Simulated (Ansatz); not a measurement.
A calculation with Ansatz (development build ahead of 0.2.0).

```yaml
crystal:
  periodic: [false, false, false]
  atoms:
    - { symbol: H, position_ang: [0.29201, -0.27575, -2.57796] }
    - { symbol: H, position_ang: [-0.26823, -0.2065, -1.12851] }
    - { symbol: H, position_ang: [-0.37855, 0.12601, -0.68313] }
    - { symbol: H, position_ang: [-0.06395, -0.42005, 0.62322] }
    - { symbol: H, position_ang: [-0.16749, 0.29076, 1.12516] }
    - { symbol: H, position_ang: [-0.21431, 0.02539, 2.76987] }
basis:
  gaussian: { orbitals: "6-31G" }
hamiltonian:
  xc: hf
output:
  forces: true
```

The input is written out in the form of the current development build from the run's settings.

The run gave:

* Converged: yes
* Total energy: -2.96258 hartree

Forces (eV/Å):
```
atom      Fx      Fy       Fz
  H1  -0.350   0.019    0.744
  H2   2.927  -7.622  -11.916
  H3  -2.463   7.291   10.618
  H4  -0.439   2.113    1.097
  H5   0.263  -2.072    0.712
  H6   0.062   0.271   -1.254
```

Caution: stretched shape with no unrestricted run beside it, a lower state can exist.
